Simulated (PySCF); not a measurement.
**Correlation energy of In⁺ (indium, charge +1)**

[Kr] 4d10 5s1 6s1, high-spin 3S determinant (an excited configuration). Computed with PySCF 2.14 in aug-cc-pwCVDZ-PP with ECP28MDF (6s5p4d1f, 48 functions), with a scalar-relativistic core potential. Frozen: 4s2 4p6 4d10; 2 electrons correlated.

With two correlated electrons CCSD is exact within the correlated space (frozen core and kept virtual orbitals).

| level | correlation energy (mhartree) |
| --- | --- |
| CCSD | -5.39 |

Diagnostics: T1 = 0.0091, D1 = 0.0182, largest double amplitude 0.047.

The outer electron is Rydberg-like, and this basis confines it to a smaller radius and binds it less than a complete one would.

Cost of the coupled-cluster step: of the order of 0.8 core-seconds, for 2 correlated electrons.

Iterations:

```
CC2 = 0
CCSD nocc = (np.int64(2), np.int64(0)), nmo = (39, 39)
frozen orbitals [[0, 1, 2, 3, 4, 5, 6, 7, 8], [0, 1, 2, 3, 4, 5, 6, 7, 8]]
max_cycle = 100
direct = 0
conv_tol = 1e-08
conv_tol_normt = 1e-06
diis_space = 8
diis_start_cycle = 0
Init t2, MP2 energy = -0.00289438486912873
Init E_corr(UCCSD) = -0.00289438486954314
cycle = 1  E_corr(UCCSD) = -0.00416283808434638  dE = -0.00126845321  norm(t1,t2) = 0.0287766
cycle = 2  E_corr(UCCSD) = -0.00476932534505059  dE = -0.000606487261  norm(t1,t2) = 0.0148869
cycle = 3  E_corr(UCCSD) = -0.00539687024714582  dE = -0.000627544902  norm(t1,t2) = 0.0078112
cycle = 4  E_corr(UCCSD) = -0.00538822169681128  dE = 8.64855033e-06  norm(t1,t2) = 0.000413534
cycle = 5  E_corr(UCCSD) = -0.00538955631254671  dE = -1.33461574e-06  norm(t1,t2) = 3.03073e-05
cycle = 6  E_corr(UCCSD) = -0.00538899891035619  dE = 5.57402191e-07  norm(t1,t2) = 9.1454e-06
cycle = 7  E_corr(UCCSD) = -0.00538915145170645  dE = -1.5254135e-07  norm(t1,t2) = 1.9365e-06
cycle = 8  E_corr(UCCSD) = -0.00538914497995273  dE = 6.47175372e-09  norm(t1,t2) = 2.01571e-07
UCCSD converged
E(UCCSD) = -188.6476453711397  E_corr = -0.005389144979952728
```
